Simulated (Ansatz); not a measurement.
`C=[N][Al]([NH2])[OH]`, relaxed with RKS PBE0-D4/def2-TZVP in Ansatz 0.2.0 from a PBE-D4/def2-SVP geometry. The force threshold is 0.005 eV/Å; the program also tests the step.

The species carries charge 0 and has multiplicity 1.

Start:

```xyz
10

C    -0.883    2.140    0.550
N    -0.224    1.079    0.405
Al    0.425   -0.411   -0.310
N    -0.139   -1.982    0.309
O     1.663   -0.230   -1.490
H    -1.612    2.538   -0.209
H    -0.791    2.785    1.466
H     0.038   -2.892   -0.116
H    -0.761   -2.089    1.113
H     2.284   -0.937   -1.717
```

```csv
step,energy (eV),largest force (eV/Å),largest move (Å)
1,-12737.7020,0.636,0.000
2,-12737.7555,0.240,0.041
3 (rejected),-12737.7457,0.669,0.050
4,-12737.7629,0.152,0.024
5,-12737.7655,0.080,0.100
6,-12737.7658,0.040,0.009
7,-12737.7659,0.053,0.028
8,-12737.7660,0.045,0.006
9 (rejected),-12737.7659,0.048,0.016
10,-12737.7662,0.010,0.008
11,-12737.7663,0.041,0.016
12,-12737.7664,0.020,0.016
13,-12737.7664,0.017,0.010
14,-12737.7664,0.015,0.005
15,-12737.7664,0.006,0.004
16,-12737.7664,0.005,0.002
```

End:

```xyz
10

C    -0.884    2.124    0.557
N    -0.216    1.094    0.364
Al    0.445   -0.388   -0.295
N    -0.155   -1.944    0.281
O     1.707   -0.247   -1.418
H    -1.690    2.460   -0.117
H    -0.712    2.781    1.426
H     0.172   -2.845   -0.021
H    -0.876   -2.048    0.976
H     2.209   -0.986   -1.752
```

Run time 35 s (4 threads of an Arm Neoverse V2 on a shared host); peak host memory 0.44 GiB.
